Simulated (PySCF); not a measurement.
Atom-mapped SMILES (the numbers label the heavy atoms): `[CH3:1][N:2]([CH3:3])[C@H:4]1[CH2:5][CH2:6][Si:7]1([PH2:8])[PH2:9]`. Hydrogens are named by the atom that carries them. Ha(C5), Ha(C6) are cis to N2 on the ring; Hb(C5), Hb(C6) are trans to N2 on the ring.

Relativity neglected, one computed conformer, no solvent model, averaged over atoms made equivalent by symmetry, fast rotation or ring inversion. Geometry: GFN2-xTB; NMR shieldings at PBE0/pcSseg-1/GIAO; PySCF 2.14.0 with density-fitted response routines.

Scale: $^{13}$C (186.93 ppm), $^{1}$H (31.72 ppm), $^{29}$Si (349.16 ppm) vs TMS; NH3 for $^{15}$N (267.73 ppm); H3PO4 for $^{31}$P (318.38 ppm) (reference shieldings calculated alike).

```csv
atoms,nucleus,count,Hirshfeld charge,δ (ppm)
Hb(C6),$^{1}$H,1,0.03,1.34
C6,$^{13}$C,1,-0.17,16.4
Ha(C5),$^{1}$H,1,0.04,?
Ha(C6),$^{1}$H,1,0.03,1.08
C5,$^{13}$C,1,-0.08,?
H(P9),$^{1}$H,2,-0.01,1.86
Si7,$^{29}$Si,1,0.26,15.6
Hb(C5),$^{1}$H,1,0.04,2.66
C1/C3,$^{13}$C,2,-0.07,46.6
H(P8),$^{1}$H,2,-0.01,1.31
P8,$^{31}$P,1,-0.02,?
P9,$^{31}$P,1,-0.03,-254.6
H(C4),$^{1}$H,1,0.04,?
H(C1)/H(C3),$^{1}$H,6,0.04,2.13
C4,$^{13}$C,1,-0.06,71.0
N2,$^{15}$N,1,-0.10,?
```

Fill in the missing shifts.

Answers


- C5: 29.1 ppm, sp3 CH2 in a ring; saturated and bonded to C and H only
- H(C4): 3.28 ppm, hydrogen on an sp3 CH bonded to N and Si; its carbon carries N, hence the downfield position
- Ha(C5): 2.51 ppm, hydrogen on an sp3 CH2 in a ring
- N2: 57.6 ppm, amine nitrogen
- P8: -275.4 ppm, phosphorus bonded to Si, 2 H

Shifts are as computed. Against solution values, carbons near 30 ppm lie about +3 ppm off and those near 130 ppm about +5 ppm. Of 1309 compounds with measured shifts, 239 miss one by over three times the rms of a fit or turn the order of signals round; such compounds aren't used in these exercises. Experimental scales use liquid or dissolved standards, which lie at an offset from isolated NH3 (liquid NH3: subtract about 20 ppm) and H3PO4.
